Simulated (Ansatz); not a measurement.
Molecule: sum formula HSO, net charge 0, doublet state. It need not be the lowest isomer of its formula. 
Geometry from a B3LYP-D3(BJ)/def2-TZVP (Ansatz, a program for electronic structure) optimisation:
```xyz
3

O     -0.0524     0.0068    -1.0363
S     -0.0259    -0.0170     0.6033
H      0.8344     0.2184    -1.3626
```
Charge 0, spin multiplicity 2.

Basis-set convergence of Hartree-Fock and MP2 correlation energies (hartree) with Ansatz. Correlated levels leave the core frozen unless marked. Open shells are spin-unrestricted. Spin-orbit coupling is left out. Non-relativistic.

```csv
basis,functions,E(HF),"E(corr, MP2)"
aug-cc-pV(D+d)Z,64,-472.94871,-0.32391
aug-cc-pV(T+d)Z,124,…,…
```

Complete the blanks.


- aug-cc-pV(T+d)Z, E(HF): -472.98317
- aug-cc-pV(T+d)Z, E(corr, MP2): -0.40034
